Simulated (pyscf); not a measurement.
HO–SiH(F)–Cl, singlet

Gas-phase minimum from PySCF at ωB97X-D3(BJ)/def2-SVP, one conformer. 

```
Si
F 1 1.6157
O 1 1.6377 2 110.70
H 3 0.9633 1 119.12 2 69.86
H 1 1.4674 2 109.40 3 -119.74
Cl 1 2.0492 5 111.45 2 116.78
```
Charge 0, spin multiplicity 1.

Properties at ωB97X-D3(BJ)/def2-SVP:

| Property | Result |
|---|---|
| Harmonic wavenumbers, unscaled | 184, 253, 315, 355, 572, 762, 844, 870, 906, 996, 2389, 3933 cm⁻¹ |
| Zero-point energy | 17.7 kcal/mol |
| Rotational symmetry number | 1 |
| Entropy of this conformer at 298 K and 1 atm, rigid rotor and harmonic oscillator, modes under 100 cm⁻¹ raised to 100 | 308.1 J/(mol K) |
| Dipole moment | 1.18 D |

Single-point totals, which compare only within one level (frozen core for MP2 and CC):

| level | total energy (hartree) |
|---|---|
| ωB97X-D3(BJ)/def2-TZVP | -926.28669 |
| PBE/def2-TZVP | -925.72626 |
| r²SCAN/def2-TZVP | -926.11009 |
| B3LYP-D3(BJ)/def2-TZVP | -926.28471 |
| PBE0-D3(BJ)/def2-TZVP | -925.79519 |
| M06-2X/def2-TZVP | -926.14782 |
| ωB97M-D3(BJ)/def2-TZVP | -926.36815 |
| HF/def2-TZVPP | -924.18766 |
| MP2/def2-TZVPP | -924.98403 |
| CCSD/def2-TZVPP | -925.00895 |
| CCSD(T)/def2-TZVPP | -925.03734 |

Soft torsions are taken as harmonic, which can shift the entropy by several J/(mol K). The CCSD(T) − MP2 part came from Ansatz, without density fitting, on the same reference.
